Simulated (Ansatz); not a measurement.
Input file for Ansatz (a first-principles code): R-HF/def2-TZVPP on F4Sn (SMILES [F][Sn]([F])([F])[F]), atoms moved off the minimum. Elements past Kr take the def2 small-core potentials; no spin–orbit coupling.

Ansatz 0.2 input:
```yaml
crystal:
  periodic: [false, false, false]
  atoms:
    - {symbol: F, position_ang: [-1.08261480, -1.43233035, -0.63931096]}
    - {symbol: Sn, position_ang: [-0.04009671, -0.01490720, 0.03915222]}
    - {symbol: F, position_ang: [-1.09876993, 1.50834014, 0.00916541]}
    - {symbol: F, position_ang: [0.61402893, -0.30519387, 1.77113795]}
    - {symbol: F, position_ang: [1.50785345, 0.31174775, -1.01797619]}
basis:
  gaussian:
    orbitals: def2-TZVPP
hamiltonian:
  xc: {name: HF}
scf: {lower_state_search: off}
output: {forces: true}
```

Problem. Give the final energy of this run.

Solution. -611.4017 hartree.
